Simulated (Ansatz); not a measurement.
System: SiHCl, charge 1, doublet. SiHCl+ (parent SMILES [SiH]Cl, doublet).
B3LYP-D3(BJ)/def2-TZVP minimum from Ansatz (a program for electronic structure):
```xyz
3

Si     0.8020    -0.1976     0.6060
H      2.0633    -0.5101    -0.1563
Cl    -0.7818     0.1927    -0.4898
```
Charge +1, spin multiplicity 2.

Total energies in aug-cc-pV(T+d)Z, 11 correlated electrons, 10 frozen orbitals. Open shells are spin-unrestricted; no spin-orbit coupling. Correlated methods leave the cores frozen. No relativity. The spin of HClSi+ (parent SMILES [SiH]Cl, doublet) was assumed, and the state is the lowest solution found for it.

```csv
method,program,energy (Eh),minus CCSDT(Q) (mEh)
HF,Ansatz,-748.74588,307.93
MP2,Ansatz,-749.00969,44.12
CCSD,Ansatz,-749.03822,15.59
CCSD(T),Ansatz,-749.05186,1.96
CCSDT(Q),Ansatz,-749.05382,0.00
```

Rough core times of Ansatz's runs on a shared machine: CCSD(T) under 20 s, CCSDT(Q) 30 min.
